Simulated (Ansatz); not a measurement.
Input for Ansatz (development build ahead of 0.2.0):

```yaml
crystal:
  periodic: [false, false, false]
  atoms:
    - { symbol: C, position_ang: [-0.00599, -0.00673, -1.50683] }
    - { symbol: Br, position_ang: [-0.00936, 0.0006, 0.42178] }
    - { symbol: H, position_ang: [-0.00357, -1.0451, -1.85054] }
    - { symbol: H, position_ang: [-0.90855, 0.51692, -1.85325] }
    - { symbol: H, position_ang: [0.89922, 0.52109, -1.84813] }
basis:
  gaussian: { orbitals: STO-3G }
hamiltonian:
  xc: hf
correlation:
  method: mp2
  frozen_orbitals: { Br: 9, C: 1, H: 0 }
```

The input is written out in the form of the current development build from the run's settings.

Results

```
Converged                       : yes
Reference energy                : -2583.81263 hartree
Correlation energy              : -0.06537 hartree
Total energy                    : -2583.87801 hartree
Spin squared of the determinant : 0.000
```
